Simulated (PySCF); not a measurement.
cyclooctane (C8H16), singlet, at a GFN2-xTB geometry; B3LYP/STO-3G (PySCF).

Here is a job for PySCF.
```python
from pyscf import gto, scf, dft

mol = gto.M(
    atom='''
C    -0.34845370   -1.69363208   -0.61994618
C     0.95270599   -1.49246565    0.16399292
C     1.75448573   -0.22784866   -0.17849628
C     1.39003230    1.03174968    0.61436608
C     0.34481764    1.94950748   -0.02699018
C    -0.94208932    1.27417646   -0.50609141
C    -1.54974491    0.30928660    0.51944102
C    -1.61828747   -1.14026728    0.03381259
H    -0.50903001   -2.76681620   -0.75501876
H    -0.22673078   -1.27369534   -1.62005157
H     1.59799237   -2.34760722   -0.05388528
H     0.74518178   -1.51739110    1.23529972
H     2.80435450   -0.44991180    0.03030039
H     1.68074634   -0.02419121   -1.24829625
H     2.29444567    1.63225447    0.74545367
H     1.06918041    0.73835159    1.61553828
H     0.79992014    2.45506301   -0.88286516
H     0.09034871    2.72049027    0.70565515
H    -1.65930105    2.06145277   -0.74903997
H    -0.74148478    0.74136969   -1.43393769
H    -0.97511369    0.34946140    1.44313410
H    -2.56520093    0.62305279    0.77167208
H    -2.42992831   -1.23377906   -0.69312122
H    -1.87617795   -1.77114332    0.88863105
''',
    basis='sto-3g',
    verbose=5,
)

mf = dft.RKS(mol)
mf.xc = 'b3lyp'
mf.kernel()
```

Output, abridged:

```
PySCF version 2.14.0

[INPUT] verbose = 5
[INPUT] max_memory = 4000
[INPUT] num. atoms = 24
[INPUT] num. electrons = 64
[INPUT] charge = 0
[INPUT] spin (= nelec alpha-beta = 2S) = 0
[INPUT] symmetry False subgroup None
[INPUT] Mole.unit = angstrom
[INPUT] Symbol           X                Y                Z      unit          X                Y                Z       unit  Magmom
[...]
[INPUT] ---------------- BASIS SET ----------------
[INPUT] l, kappa, [nprim/nctr], expnt,             c_1 c_2 ...
[INPUT] C
[...]
                                13.045096         0.53532814
                                3.5305122         0.44463454
[...]
                                0.6834831         0.39951283
                                0.2222899         0.70011547
[...]
                                0.6834831         0.60768372
                                0.2222899         0.39195739
[INPUT] H
[...]
                                0.62391373        0.53532814
                                0.1688554         0.44463454

nuclear repulsion = 412.532162257811
number of shells = 40
number of NR pGTOs = 168
number of NR cGTOs = 56
basis = sto-3g
ecp = {}

******** <class 'pyscf.dft.rks.RKS'> ********
method = RKS
initial guess = minao
damping factor = 0
level_shift factor = 0
DIIS = <class 'pyscf.scf.diis.CDIIS'>
diis_start_cycle = 1
diis_space = 8
diis_damp = 0
SCF conv_tol = 1e-09
SCF conv_tol_grad = None
SCF max_cycles = 50
direct_scf = True
direct_scf_tol = 1e-13
XC library pyscf.dft.libxc version 7.1.2
    S. Lehtola, C. Steigemann, M. J. T. Oliveira, and M. A. L. Marques,  SoftwareX 7, 1–5 (2018)
XC functionals = b3lyp
    P. J. Stephens, F. J. Devlin, C. F. Chabalowski, and M. J. Frisch,  J. Phys. Chem. 98, 11623 (1994)
radial grids:
    Treutler-Ahlrichs [JCP 102, 346 (1995); DOI:10.1063/1.469408] (M4) radial grids

becke partition: Becke, JCP 88, 2547 (1988); DOI:10.1063/1.454033
pruning grids: <function nwchem_prune>
grids dens level: 3
symmetrized grids: False
atomic radii adjust function: <function treutler_atomic_radii_adjust>
small_rho_cutoff = 0
Set gradient conv threshold to 3.16228e-05
Initial guess from minao.
atom C rad-grids = 75, ang-grids = [ 50  50  50  50  50  50  50  50  50  50  50  50  50  50  50  50  50  50
  50  50  50  50  86  86  86  86  86  86  86  86  86  86 266 266 266 266
 266 266 302 302 302 302 302 302 302 302 302 302 302 302 302 302 302 302
 302 302 302 302 266 266 266 266 266 266 266 266 266 266 266 266 266 266
 266 266 266]
atom H rad-grids = 50, ang-grids = [ 50  50  50  50  50  50  50  50  50  50  50  50  50  50  50  86  86  86
  86 266 266 266 266 266 302 302 302 302 302 302 302 302 302 302 302 302
 302 266 266 266 266 266 266 266 266 266 266 266 266 266]
tot_boxes 4284, boxes in each direction [15 16 12]
Padding 0 grids
tot grids = 269872
nelec by numeric integration = 63.66148295475022
E1 = -1230.8250248434965  E2 = 506.8553428862683  Ecoul = 556.6472907382109  Exc = -49.79194785194262
init E= -311.437519699418
cond(S) = 14.329677241057047
[...]
  mo_energy =
[-10.08133859 -10.08107174 -10.08103278 -10.08070023 -10.08041672
 -10.08031803 -10.08023535 -10.07995992  -0.99530131  -0.91630773
  -0.91124261  -0.78232587  -0.77709847  -0.67589634  -0.6494324
  -0.60466101  -0.5356237   -0.5157331   -0.49822557  -0.46807474
  -0.46390545  -0.45215316  -0.44255537  -0.39408766  -0.38918324
  -0.37424764  -0.36628099  -0.35601862  -0.35392418  -0.32851408
  -0.32322608  -0.32213097   0.2102353    0.24649159   0.24673444
   0.25707111   0.25765032   0.27114667   0.28851013   0.29248815
   0.3163026    0.33513644   0.33567919   0.35264057   0.35325447
   0.38028618   0.39367272   0.41680112   0.417615     0.42526689
   0.43633477   0.44558827   0.44585077   0.45641946   0.47046978
   0.48704552]
nelec by numeric integration = 64.00007195850644
E1 = -1238.990965301903  E2 = 515.7185741028753  Ecoul = 565.3160977834119  Exc = -49.59752368053657
cycle= 1 E= -310.740228941217  delta_E= 0.697  |g|= 0.234  |ddm|= 5.84
[...]
  mo_energy =
[-9.94711032 -9.94709906 -9.9463116  -9.94548938 -9.94454159 -9.94435689
 -9.94020835 -9.93917176 -0.75128372 -0.70392732 -0.6988936  -0.61144336
 -0.60761673 -0.53466415 -0.514956   -0.48079474 -0.42037262 -0.40249106
 -0.39000205 -0.36111397 -0.35736349 -0.34876158 -0.33485024 -0.29823886
 -0.28238695 -0.27626977 -0.26966547 -0.2548218  -0.25388056 -0.23472244
 -0.22799005 -0.22263045  0.35603831  0.38514766  0.39500191  0.39588336
  0.42118958  0.42237951  0.43852009  0.43987208  0.46932566  0.49202094
  0.49269126  0.49782544  0.50399159  0.52922812  0.54433268  0.56038183
  0.56515488  0.57110144  0.575048    0.59056636  0.59725821  0.6011961
  0.6154541   0.63202882]
nelec by numeric integration = 64.00007245751866
E1 = -1235.0949387286723  E2 = 511.81550406267996  Ecoul = 561.2659858553073  Exc = -49.45048179262737
cycle= 2 E= -310.747272408182  delta_E= -0.00704  |g|= 0.181  |ddm|= 0.575
[...]
  mo_energy =
[-10.00421433 -10.00369427 -10.00325378 -10.00284262 -10.00238428
 -10.00223656 -10.00130568 -10.00035586  -0.78550212  -0.73529609
  -0.73139449  -0.63931529  -0.63558018  -0.55873025  -0.53777285
  -0.5025645   -0.44602153  -0.42814843  -0.41461633  -0.38742451
  -0.38388405  -0.37403888  -0.36342713  -0.32210983  -0.31195087
  -0.30215532  -0.29868162  -0.28457344  -0.28269169  -0.26144639
  -0.25491617  -0.25352364   0.32770783   0.36130841   0.36586012
   0.37312171   0.38441191   0.3903564    0.40931098   0.41197004
   0.43796947   0.4575948    0.46464073   0.46820527   0.47333641
   0.50052661   0.51590141   0.53646163   0.53734139   0.54531431
   0.55291732   0.56485081   0.56591823   0.5698531    0.58688513
   0.60383639]
nelec by numeric integration = 64.00007237037639
E1 = -1236.9459230495745  E2 = 513.6559798180995  Ecoul = 563.1692221696076  Exc = -49.51324235150804
cycle= 3 E= -310.757780973664  delta_E= -0.0105  |g|= 0.00804  |ddm|= 0.256
[...]
  mo_energy =
[-10.0026746  -10.00265141 -10.00209094 -10.00146164 -10.00081476
 -10.00045921  -9.99893319  -9.99791384  -0.78396152  -0.73411036
  -0.72987492  -0.63823495  -0.63448208  -0.55764698  -0.5369577
  -0.50158881  -0.44510307  -0.42730518  -0.41380672  -0.38654485
  -0.38285215  -0.37318175  -0.36226149  -0.3213124   -0.31072755
  -0.3010319   -0.29792147  -0.28356821  -0.28173603  -0.26040828
  -0.25418898  -0.2525529    0.32897476   0.36222378   0.36699521
   0.3740355    0.3859189    0.39148435   0.41069842   0.41293344
   0.43902306   0.45902167   0.46647571   0.46923249   0.47442599
   0.50169089   0.51723346   0.53713634   0.53823247   0.5462256
   0.5535832    0.56601327   0.56740751   0.57054897   0.58782065
   0.60502026]
nelec by numeric integration = 64.00007237352494
E1 = -1236.8755589600441  E2 = 513.5855954210167  Ecoul = 563.0961256415542  Exc = -49.51053022053743
cycle= 4 E= -310.757801281217  delta_E= -2.03e-05  |g|= 0.00171  |ddm|= 0.0129
[...]
  mo_energy =
[-10.00238445 -10.0020977  -10.00185436 -10.00138194 -10.00081816
 -10.00055387  -9.9993033   -9.99829999  -0.78397161  -0.73401045
  -0.72995261  -0.63821072  -0.63445489  -0.55768462  -0.53689308
  -0.50162522  -0.44512214  -0.42726386  -0.41375034  -0.38648265
  -0.38292286  -0.37315273  -0.36230645  -0.32132331  -0.31075499
  -0.30104547  -0.29787841  -0.28358382  -0.28170856  -0.26045346
  -0.25413787  -0.25254303   0.32894012   0.36223553   0.36700701
   0.37400441   0.38593586   0.39153812   0.41063437   0.41303382
   0.43911743   0.459047     0.46636185   0.46919786   0.47444695
   0.50171092   0.51718991   0.53727329   0.53828011   0.54627708
   0.55363853   0.56601802   0.56732074   0.5705644    0.58782641
   0.60495835]
nelec by numeric integration = 64.00007237653087
E1 = -1236.8750353068763  E2 = 513.5850708984395  Ecoul = 563.0955290307401  Exc = -49.51045813230053
cycle= 5 E= -310.757802150626  delta_E= -8.69e-07  |g|= 0.000257  |ddm|= 0.00248
[...]
  mo_energy =
[-10.00237567 -10.00213408 -10.00190673 -10.00140365 -10.00081353
 -10.00053804  -9.99924872  -9.99824203  -0.78397862  -0.73402397
  -0.72994242  -0.63820644  -0.63445135  -0.55768376  -0.53689589
  -0.50162613  -0.44511493  -0.42726761  -0.41376134  -0.3864932
  -0.38290926  -0.37315752  -0.36231234  -0.32132105  -0.31076042
  -0.30105189  -0.29789476  -0.28357746  -0.28171087  -0.26046087
  -0.25413405  -0.25254037   0.32893334   0.36224354   0.36700833
   0.3740185    0.38592982   0.39153277   0.4106344    0.4130156
   0.43910984   0.45903172   0.46636332   0.46919513   0.47444498
   0.50170148   0.51719066   0.53726881   0.53828485   0.54628113
   0.55364869   0.56601817   0.56731377   0.57057938   0.58783213
   0.60494968]
nelec by numeric integration = 64.00007237692482
E1 = -1236.8750074222517  E2 = 513.5850429934036  Ecoul = 563.0954850571783  Exc = -49.51044206377473
cycle= 6 E= -310.757802171037  delta_E= -2.04e-08  |g|= 2.05e-05  |ddm|= 0.000369
[...]
  mo_energy =
[-10.00237344 -10.0021335  -10.00190417 -10.00140146 -10.00081463
 -10.00053704  -9.99925049  -9.99824388  -0.78397579  -0.73402196
  -0.72994016  -0.63820492  -0.63445013  -0.55768108  -0.53689449
  -0.50162345  -0.44511447  -0.42726606  -0.41375924  -0.38649151
  -0.38290854  -0.37315594  -0.36230923  -0.32131969  -0.31075721
  -0.30104884  -0.29789178  -0.28357657  -0.28170983  -0.2604577
  -0.25413372  -0.25253909   0.32893681   0.36224388   0.36700972
   0.37401809   0.38593189   0.39153413   0.41063719   0.41301795
   0.43911127   0.45903494   0.46636681   0.46919772   0.47444694
   0.50170414   0.51719274   0.53726907   0.5382852    0.54628202
   0.55364805   0.56602054   0.56731793   0.57057891   0.5878329
   0.60495384]
nelec by numeric integration = 64.00007237691102
E1 = -1236.8749283843806  E2 = 513.5849639553655  Ecoul = 563.0954046599261  Exc = -49.51044070456061
cycle= 7 E= -310.757802171204  delta_E= -1.67e-10  |g|= 4.49e-06  |ddm|= 3.87e-05
[...]
  mo_energy =
[-10.00237503 -10.00213281 -10.00190485 -10.00140253 -10.00081352
 -10.00053785  -9.99924938  -9.99824276  -0.78397569  -0.73402153
  -0.72994054  -0.63820487  -0.63445004  -0.55768137  -0.53689437
  -0.50162354  -0.44511438  -0.42726582  -0.41375918  -0.38649154
  -0.38290881  -0.37315598  -0.3623091   -0.32131934  -0.31075734
  -0.30104936  -0.29789168  -0.28357648  -0.28170964  -0.26045756
  -0.25413368  -0.25253912   0.3289366    0.36224353   0.36700969
   0.37401841   0.38593222   0.39153441   0.41063714   0.41301819
   0.43911126   0.45903505   0.4663666    0.46919796   0.47444655
   0.50170387   0.51719271   0.53726938   0.53828559   0.54628174
   0.5536483    0.56602      0.56731793   0.57057866   0.5878331
   0.60495403]
nelec by numeric integration = 64.00007237685467
E1 = -1236.8749254436143  E2 = 513.5849610145992  Ecoul = 563.0954015951935  Exc = -49.51044058059432
Extra cycle  E= -310.757802171204  delta_E=    0  |g|= 3.95e-06  |ddm|= 1.1e-05
converged SCF energy = -310.757802171204
```
